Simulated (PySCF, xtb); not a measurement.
C4H6O2, SMILES C1(OC=CO1)C. Other conformers were not sampled.

Harmonic wavenumbers (cm⁻¹) from GFN2-xTB run with xtb 6.7.1 at its own minimum, in rising order: 114, 174, 325, 484, 488, 712, 721, 774, 831, 867, 915, 990, 1069, 1070, 1085, 1102, 1177, 1178, 1286, 1323, 1382, 1465, 1473, 1676, 2810, 3044, 3056, 3061, 3194, 3211.

Problem. What does PBE0-D3(BJ)/def2-SVP run with PySCF give at its own minimum? (An estimate is asked for; the answer gives what the named calculation found.)

Solution. 89, 251, 351, 488, 538, 720, 746, 826, 862, 883, 926, 1055, 1074, 1117, 1126, 1146, 1250, 1283, 1367, 1401, 1411, 1455, 1458, 1725, 3069, 3073, 3178, 3181, 3301, 3327. Paired by order, the mean absolute difference is 57 cm⁻¹ and the zero-point energies are 58.7 and 61.0 kcal/mol.
